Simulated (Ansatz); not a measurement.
cyclo-(H2GeNH)2 (Ge₂N₂H₆). Total charge 0; triplet. Geometry B3LYP-D4/def2-SVP, that of the neutral singlet; atoms count from 1.

Cartesian coordinates in Å:
```
Ge -0.6031 -1.2096 0.1959
H -0.5012 -2.4242 -0.7609
H -1.4955 -1.5805 1.4071
N -1.0254 0.4117 -0.6177
Ge 0.6033 1.2098 -0.1940
H 1.4950 1.5794 -1.4061
H 0.5019 2.4254 0.7616
N 1.0258 -0.4114 0.6210
H -1.9303 0.8705 -0.5716
H 1.9296 -0.8713 0.5646
```

At PBE0-D4/def2-TZVP a singlet of charge 0 lies 4.70 eV below the triplet at the same geometry.

(1) Estimate the Mulliken populations from the PBE0/def2-TZVP orbitals of Ansatz.

(2) Where does the spin sit?

(3) And the Mayer bond orders between bonded heavy atoms (over 0.3)?

Results:

(1) 
```
atom  charge (e)  spin (α − β)
 Ge1        0.05          0.56
  H2        0.04          0.06
  H3        0.04          0.06
  N4       -0.33          0.29
 Ge5        0.05          0.56
  H6        0.04          0.06
  H7        0.04          0.06
  N8       -0.35          0.26
  H9        0.21          0.04
 H10        0.21          0.04
```
Mulliken values and Mayer orders depend strongly on the basis.

(2) Summed by element: Ge 1.12, H 0.33, N 0.55, of 2 unpaired in all. Largest on single atoms: Ge5 0.56, Ge1 0.56, N4 0.29.

(3) Ge1–N4 0.73 (1.86 Å); Ge1–Ge5 0.49 (2.73 Å); Ge1–N8 0.75 (1.86 Å); N4–Ge5 0.73 (1.86 Å); Ge5–N8 0.75 (1.86 Å).
